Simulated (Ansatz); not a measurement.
System: C₃H₅Cl (charge 0, singlet). 
Structure (B3LYP-D3(BJ)/def2-TZVP (Ansatz, an electronic-structure program) minimum search):
```xyz
9

C     -2.1642    -0.0739    -0.5893
C     -1.0423    -0.6247    -0.1452
C      0.3064    -0.2573    -0.6484
Cl     1.3317     0.4369     0.6866
H     -2.1537     0.7014    -1.3467
H     -3.1319    -0.3786    -0.2132
H     -1.0721    -1.3903     0.6228
H      0.2594     0.4987    -1.4278
H      0.8592    -1.1222    -1.0096
```
Charge 0, spin multiplicity 1.

Parts of the frozen-core correlation energy in cc-pV(Q+d)Z (Ansatz, hartree). Frozen orbitals: 8; correlated occupied orbitals by spin: 12 and 12; virtual: 359 and 359. No spin-orbit coupling. Non-relativistic.

| term | value |
|---|---|
| reference (HF) | -576.06498 |
| MP2 opposite-spin | -0.57173 |
| MP2 same-spin | -0.16610 |
| CCSD correlation | -0.77389 |
| (T) | -0.03618 |
| T1 diagnostic | 0.010 |
| largest doubles amplitude | 0.072 |
